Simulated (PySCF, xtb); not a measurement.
CH₃Si, SMILES C=[SiH], multiplicity 2.

Harmonic wavenumbers (cm⁻¹) from GFN2-xTB in xtb at its own minimum, in rising order: 326, 471, 612, 802, 1014, 1420, 2114, 3007, 3058.

### Question
What does PBE0-D3(BJ)/def2-TZVP in PySCF give at its own minimum? (The exact figures need the calculation; the answer reports its results.)

### Answer
407, 506, 744, 825, 973, 1357, 2149, 3144, 3252. Paired by order, the mean absolute difference is 82 cm⁻¹ and the zero-point energies are 18.3 and 19.1 kcal/mol.
